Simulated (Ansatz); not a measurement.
A run for Ansatz (a first-principles code): U-CCSD(T)/def2-SVP on Sb2, a point of a bond scan (R = 2.986 Å). Elements past Kr take the def2 small-core potentials; no spin–orbit coupling. The run froze 18 orbitals, filled d shells among them.

Ansatz 0.2 input:
```yaml
crystal:
  periodic: [false, false, false]
  atoms:
    - {symbol: Sb, position_ang: [-0.00000000, -0.00000000, -1.24399440]}
    - {symbol: Sb, position_ang: [0.00000000, 0.00000000, 1.74159216]}
basis:
  gaussian:
    orbitals: def2-SVP
correlation: {method: ccsd_t, electrons: outside_noble_gas}
scf: {omitted_lower_state_checks: [cluster_reference]}
magnetization: {spin_polarized: true, initial_magnetization: 0}
```

Program output:

```
WARN ansatz: RAYON_NUM_THREADS=1 ignored (pool sized by the plan → 1); use --threads N
Functional definition: HF
these checks for a lower state are left out or cut short: cluster_reference
integrals: 0.04 GiB planned
670 factors; integrals over basis functions are off by at most 1.9e-4 eV
mean field: 0.20 GiB planned
mean field evaluation 1: about -13019.2869 eV, gradient 2.6e0 eV
mean field evaluation 2: about -13019.3486 eV, gradient 2.8e0 eV
mean field evaluation 4: about -13019.4779 eV, gradient 2.0e-1 eV
mean field evaluation 8: about -13019.4791 eV, gradient 2.8e-2 eV
mean field evaluation 16: about -13019.4791 eV, gradient 3.8e-6 eV
mean field evaluation 32: about -13022.2676 eV, gradient 1.7e-4 eV
mean field evaluation 64: about -13019.4790 eV, gradient 2.8e-3 eV
mean field evaluation 96: about -13019.1128 eV, gradient 2.0e-6 eV
mean field evaluation 128: about -13019.6638 eV, gradient 7.0e-1 eV
mean field evaluation 160: about -13017.2109 eV, gradient 1.5e1 eV
mean field evaluation 192: about -13019.4791 eV, gradient 4.4e-4 eV
mean field -13022.26762690 eV, -478.5595084784 hartree, gradient 3.1e-6 eV, S^2 2.023575; 14 other end points of the search recorded, 0 dependent functions left out
18 core orbitals not correlated
reference -13022.26762690 eV, -478.5595084784 hartree; 5, 5 occupied and 29, 29 virtual orbitals, 670 factors
second order -3.03994999 eV of doubles, -0.00000000 eV of singles
coupled cluster: 0.10 GiB planned
cycle   1  -3.55086790 eV  change   -5.1e-1 eV  update   8.0e-2
cycle   2  -3.76665275 eV  change   -2.2e-1 eV  update   3.9e-2
cycle   3  -3.80825101 eV  change   -4.2e-2 eV  update   2.6e-2
cycle   4  -3.83557217 eV  change   -2.7e-2 eV  update   1.9e-2
cycle   5  -3.85647522 eV  change   -2.1e-2 eV  update   1.1e-2
cycle   6  -3.86750894 eV  change   -1.1e-2 eV  update   6.7e-3
cycle   7  -3.87533168 eV  change   -7.8e-3 eV  update   3.9e-3
cycle   8  -3.87690681 eV  change   -1.6e-3 eV  update   1.7e-3
cycle   9  -3.87726599 eV  change   -3.6e-4 eV  update   6.8e-4
cycle  10  -3.87742283 eV  change   -1.6e-4 eV  update   3.8e-4
cycle  11  -3.87745130 eV  change   -2.8e-5 eV  update   2.0e-4
cycle  12  -3.87740343 eV  change    4.8e-5 eV  update   6.9e-5
cycle  13  -3.87743510 eV  change   -3.2e-5 eV  update   3.5e-5
cycle  14  -3.87745896 eV  change   -2.4e-5 eV  update   1.7e-5
cycle  15  -3.87745454 eV  change    4.4e-6 eV  update   5.0e-6
coupled cluster: 0.10 GiB planned
perturbative correction -0.16349672 eV, -0.0060083935 hartree
WARN: the results are in doubt because among natural orbitals full CI differs from the method by -0.129 eV
Total energy: -13026.30857815 eV, -478.7080106979 hartree
In doubt: among natural orbitals full CI differs from the method by -0.129 eV
Checks for a lower state left out: cluster_reference
```

The run converged. Its determinant has ⟨S²⟩ = 2.02, a mixture of spin states.

Warnings raised: large difference.

Cost: about 5 core-seconds (a rough figure).
